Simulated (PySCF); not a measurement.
From one molecule to another.

First species: C5H9ClOSi2.
Cartesian coordinates in Å at the GFN2-xTB level; atoms count from 1:
```
atom  x, y, z in Å
Si1   -2.2932    0.3704   -1.1084
C2    -1.9708   -0.2669    0.6641
Cl3   -3.4347    0.1433    1.6300
Si4   -0.4704    0.4364    1.6099
C5     1.0331    0.0037    0.5837
C6     2.2384    0.6183    0.3758
C7     2.9693   -0.1999   -0.5129
C8     2.1587   -1.2599   -0.7852
O9     0.9960   -1.1483   -0.1319
H10   -1.1635   -0.0178   -1.9523
H11   -2.4256    1.8240   -1.0444
H12   -3.5291   -0.2412   -1.5940
H13   -1.9295   -1.3562    0.6646
H14   -0.4078   -0.1851    2.9375
H15   -0.5828    1.8913    1.7179
H16    2.5544    1.5439    0.8115
H17    3.9539   -0.0266   -0.8968
H18    2.2948   -2.1229   -1.4074
```

Second species: C₅H₉ClOSi₂.
SMILES: `[C@H]([SiH3])([SiH2]O/C=C/C#C)Cl`

Levels: PBE0/pcSseg-1 for dipole moment, HOMO energy, LUMO energy and HOMO–LUMO gap; GFN2-xTB for rotational constant A and rotational constant C. Geometries: GFN2-xTB. Each species is one conformer at its optimised geometry, gas phase, non-relativistic unless stated; the electronic structure was computed with PySCF and density fitting.

The conformers computed, where there is a choice (atom-mapped SMILES and torsion angles):
- `[SiH3:1][C@H:2]([Cl:3])[SiH2:4][c:5]1[cH:6][cH:7][cH:8][o:9]1`: Si1–C2–Si4–C5 -60°, C2–Si4–C5–C6 148°
- `[CH:1]#[C:2]/[CH:3]=[CH:4]/[O:5][SiH2:6][C@H:7]([SiH3:8])[Cl:9]`: C3–C4–O5–Si6 -176°, C4–O5–Si6–C7 -179°, O5–Si6–C7–Si8 -57°

| property | column X | column Y |
| --- | --- | --- |
| dipole moment | 2.74 D | 0.51 D |
| HOMO energy | -6.91 eV | -6.69 eV |
| LUMO energy | -0.49 eV | -0.71 eV |
| HOMO–LUMO gap | 6.42 eV | 5.98 eV |
| rotational constant A | 2.043 GHz | 2.590 GHz |
| rotational constant C | 0.468 GHz | 0.313 GHz |

(1) Which column belongs to which species?

(2) How does each property change from the first species to the second?

Results:

(1) Column X is the first species and column Y the second. The first has 18 atoms and 92 electrons, the second 18 and 92.

(2) dipole moment -2.23 D; HOMO energy +0.22 eV; LUMO energy -0.22 eV; HOMO–LUMO gap -0.44 eV; rotational constant A +0.547 GHz; rotational constant C -0.155 GHz.

On the first: A dipole of 2.74 D is allowed in C1, and pure rotational transitions are dipole-allowed. In atomic units the dipole is 1.08 e·bohr (1 au = 2.5417 D).

On the second: A dipole of 0.51 D is allowed in C1, and pure rotational transitions are dipole-allowed. The dipole equals about 1.7 × 10⁻³⁰ C·m (1 D = 3.33564 × 10⁻³⁰ C·m).
